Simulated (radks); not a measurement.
Values are calculated unless marked as measured or tabulated.
Coulomb parameter of the 3d shell of the nickel ion Ni+ in the model configuration [Ar] 3d8 4p1, as a second difference U = [E(n + 0.5) + E(n - 0.5) - 2 E(n)] / (0.5)^2 with all orbitals relaxed. "Bare": the charge of the atom changes with n. "Screened": the 4p shell takes up the change at fixed total charge, which measures U(3d,3d) + U(4p,4p) - 2 U(3d,4p). Level of theory: Dirac Kohn-Sham, LDA (Slater exchange, Perdew-Wang correlation), spin-unpolarised, spherical densities, finite nucleus; open shells are shared between the two j in proportion to 2j + 1; Fermi nuclear charge, rms radius 3.7757 fm (a radial shooting solver on a logarithmic mesh with Libxc functionals).

| case | configuration | E - E(n) (eV) |
|---|---|---|
| start | [Ar] 3d8 4p1 | 0.000 |
| bare +0.5 | [Ar] 3d8.5 4p1 | -8.108 |
| bare -0.5 | [Ar] 3d7.5 4p1 | 11.889 |
| screened +0.5 | [Ar] 3d8.5 4p0.5 | -4.970 |
| screened -0.5 | [Ar] 3d7.5 4p1.5 | 6.261 |

U(bare) = 15.122 eV, U(screened by 4p) = 5.166 eV.
